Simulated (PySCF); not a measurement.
Dipole moment (D) of eight silicon and germanium compounds: PBE beside PBE0, computed with PySCF for isolated molecules in the bases named; differences from unrounded values. The eight are the first of their class met in an unordered collection, after screening for sound electronic states; none was chosen by its value, except that the dipole had to exceed 0.05 D. Each molecule has one DFT geometry for both levels.

```csv
molecule,basis,PBE0
"Si(H)(SiH3) (H4Si2), SMILES [SiH][SiH3] (connectivity only; charge and spin as stated), neutral, multiplicity 1",def2-TZVPD,0.17
"C₂H₇FOSi, SMILES CC[SiH](O)F",def2-TZVP,2.35
"Si(H)(Me)(OH)(OMe) (C₂H₈O₂Si), SMILES CO[SiH](C)O",def2-TZVP,1.50
"C₂H₅Cl₂FSi, SMILES ClC(Cl)C[SiH2]F",def2-TZVP,0.53
"C₃H₉NSi, SMILES C1CC[SiH]1N",def2-TZVP,1.24
"CH8N2O2Si, SMILES N([Si](O)(O)N)C",def2-TZVP,1.69
"C4H7NSi, SMILES CC1=CN=C[SiH2]1",def2-TZVP,1.89
"C₂H₈FNOSi, SMILES C[Si@@](N)(O)CF",def2-TZVP,1.84
```

**Question.** Estimate the PBE values and say how PBE differs from PBE0 over the set. (Estimate from the structure and the level; the computed values follow.)

**Answer.** 
```
molecule                                                                                                          PBE  difference
---------------------------------------------------------------------------------------------------------------  ----  ----------
Si(H)(SiH3) (H4Si2), SMILES [SiH][SiH3] (connectivity only; charge and spin as stated), neutral, multiplicity 1  0.16       -0.01
C₂H₇FOSi, SMILES CC[SiH](O)F                                                                                     2.28       -0.08
Si(H)(Me)(OH)(OMe) (C₂H₈O₂Si), SMILES CO[SiH](C)O                                                                1.38       -0.12
C₂H₅Cl₂FSi, SMILES ClC(Cl)C[SiH2]F                                                                               0.50       -0.03
C₃H₉NSi, SMILES C1CC[SiH]1N                                                                                      1.25        0.01
CH8N2O2Si, SMILES N([Si](O)(O)N)C                                                                                1.64       -0.05
C4H7NSi, SMILES CC1=CN=C[SiH2]1                                                                                  1.84       -0.05
C₂H₈FNOSi, SMILES C[Si@@](N)(O)CF                                                                                1.80       -0.04
```
PBE lies below PBE0 in 7 and above it in 1 of the eight; the mean signed difference is -0.05 and the largest -0.12 D.
